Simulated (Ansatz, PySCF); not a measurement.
A series of gas-phase deprotonation energy values:

A. C[SiH2]O[SiH3] -> C[SiH-]O[SiH3] + H+
B. CC[SiH3] [ethylsilane] -> CC[SiH2-] + H+
C. N[SiH2]N -> N[SiH-]N + H+
D. FB(F)[SiH3] [difluoroboranylsilane] -> FB(F)[SiH2-] + H+

Quantity: gas-phase deprotonation energy (enthalpy at 298 K, with B3LYP-D3(BJ) rigid-rotor harmonic-oscillator terms), kJ/mol. Structures are relaxed separately at B3LYP-D3(BJ)/def2-TZVP in Ansatz (a first-principles code), one conformer each, not searched for the lowest. Frequencies are from Ansatz or PySCF. Cores are frozen in the correlated levels unless marked. Spin-orbit coupling is left out. No relativistic terms. CBS marks a two-point X^-3 extrapolation of the correlation energy; Hartree-Fock from the larger set. [CCSD(T)-MP2]/basis is that difference in the basis named. Anions need diffuse functions, which plain sets lack and def2-D sets hold few of.

```csv
,BLYP-D3(BJ)/def2-TZVPD (Ansatz + dftd3),LC-wPBE/def2-TZVPD (Ansatz),PBE-QIDH/def2-TZVPD (Ansatz),"RI-MP2/CBS(aug-cc-pV(T+d)Z,aug-cc-pV(Q+d)Z)+[CCSD(T)-MP2]/aug-cc-pV(T+d)Z (Ansatz)"
A,1563.5,1599.8,1590.1,___
B,1570.9,1600.4,1588.5,___
C,1601.3,1643.0,1631.6,___
D,1484.5,1511.4,1498.6,___
```

**Question.** Complete the blanks.

**Answer.** 
- A, RI-MP2/CBS(aug-cc-pV(T+d)Z,aug-cc-pV(Q+d)Z)+[CCSD(T)-MP2]/aug-cc-pV(T+d)Z (Ansatz): 1582.1
- B, RI-MP2/CBS(aug-cc-pV(T+d)Z,aug-cc-pV(Q+d)Z)+[CCSD(T)-MP2]/aug-cc-pV(T+d)Z (Ansatz): 1580.4
- C, RI-MP2/CBS(aug-cc-pV(T+d)Z,aug-cc-pV(Q+d)Z)+[CCSD(T)-MP2]/aug-cc-pV(T+d)Z (Ansatz): 1620.1
- D, RI-MP2/CBS(aug-cc-pV(T+d)Z,aug-cc-pV(Q+d)Z)+[CCSD(T)-MP2]/aug-cc-pV(T+d)Z (Ansatz): 1494.3
